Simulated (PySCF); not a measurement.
# Dipole polarisabilities along the 3d series, charge +1

Calculated with PySCF 2.14 for the ground configurations, without spin-orbit coupling: coupled response for Hartree-Fock and DFT. Mean α in bohr³, C₆ of like pairs in atomic units.

| species | α UHF | α PBE | α PBE0 | C₆ UHF | C₆ PBE | C₆ PBE0 |
| --- | --- | --- | --- | --- | --- | --- |
| Sc⁺ [Ar] 3d1 4s1 (aug-cc-pwCVTZ, non-relativistic) | 78.34 | 60.17 | 64.53 | 581.8 | 409.2 | 448.1 |
| Ti⁺ [Ar] 3d2 4s1 (aug-cc-pwCVTZ, non-relativistic) | 64.65 | 47.53 | 51.23 | 443.2 | 300.5 | 329.0 |
| V⁺ [Ar] 3d4 (aug-cc-pwCVTZ, non-relativistic) | 11.29 | 17.76 | 15.65 | 41.47 | 67.24 | 59.01 |
| Mn⁺ [Ar] 3d5 4s1 (aug-cc-pwCVTZ, non-relativistic) | 40.54 | 28.51 | 30.85 | 224.7 | 148.8 | 162.1 |
| Fe⁺ [Ar] 3d6 4s1 (aug-cc-pwCVTZ, non-relativistic) | 36.39 | 25.57 | 27.62 | 190.8 | 127.3 | 138.2 |
| Co⁺ [Ar] 3d8 (aug-cc-pwCVTZ-DK, spin-free X2C) | 6.465 | 9.763 | 8.534 | 21.54 | 33.05 | 28.87 |
| Ni⁺ [Ar] 3d9 (aug-cc-pwCVTZ, non-relativistic) | 5.401 | 8.222 | 7.122 | 17.08 | 26.05 | 22.65 |
| Cu⁺ [Ar] 3d10 (aug-cc-pwCVTZ-PP with ECP10MDF, ECP) | 4.805 | 7.087 | 6.241 | 14.62 | 21.45 | 19.01 |
| Zn⁺ [Ar] 3d10 4s1 (aug-cc-pwCVTZ-DK, spin-free X2C) | 23.70 | 16.71 | 17.98 | 101.5 | 68.54 | 73.97 |

Q: Fill in the row of Cr⁺ [Ar] 3d5 (aug-cc-pwCVTZ-DK, spin-free X2C).

A: α UHF 9.249; α PBE 14.41; α PBE0 12.36; C₆ UHF 33.60; C₆ PBE 54.03; C₆ PBE0 45.89.

The values depend on the diffuse functions of the basis.
